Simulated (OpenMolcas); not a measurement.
**Co2+: effect of the metal basis**

Co2+ with its 6 nearest fluoride ions at 2.128 Å, on the Ca site of CsCaF3 (a = 4.526 Å, distance in the model lattice 2.263 Å). The rest of the host is ab initio model potentials to 7.6 Å and point charges beyond; the distance is set by hand and nothing relaxes.

- Program: OpenMolcas 26.06
- Method: CASSCF
- Spin-orbit coupling: state interaction with AMFI integrals over the reference wave functions

Fixed: ligand basis ANO-RCC-VDZP, active space 7 electrons in 5 orbitals (3d), DKH2 Hamiltonian.

States (labels of O, the rotations of Oh). Energies in cm-1 above the lowest state or level, χT in cm3 K/mol; under a threefold ground state the first gap can be a small split of the lowest multiplet, not the spin-orbit step; 10Dq and B are least-squares fits to the states below 45000 cm-1, weighted by degeneracy, with a free offset, and given where the rms deviation is under 5 % of |10Dq| (or 100 cm-1) and under 700 cm-1.

```tsv
Run	Metal basis	Ground state	First state of that spin	10Dq	B (rms of fit)	First gap with spin-orbit (degeneracies)	χT at 300 K	First state of another spin	Cost
A	ANO-RCC-VDZP	4T1	4T2 4709	5363	1219 (90)	354.8 (2, 4)	3.718	2E 16558	roughly 18 core-seconds
B	ANO-RCC-VTZP	4T1	4T2 4478	5104	1221 (90)	353.2 (2, 4)	3.740	2E 16782	roughly 30 core-seconds
```

Against A, |10Dq| changes by -4.8 % in B.

Costs are those of the RASSCF and RASSI steps.

An orbital triplet at a regular site is open to Jahn-Teller coupling, which can distort the site and quench the lowest spin-orbit gaps and is left out. Without dynamic correlation the repulsion within the d shell is too large (B by tens of per cent), so at a given field states of lower spin stand too high. Ligand-to-metal charge-transfer states are missing. With no ligand orbital active B as a rule stays too high, so bands that hang on it stand too high and its fall with covalency is understated. With metal d orbitals alone and no dynamic correlation 10Dq can be off by a tenth to a fifth, either way, in oxide and fluoride hosts. No measured value stands beside these numbers; the geometry was set by hand and not optimised.
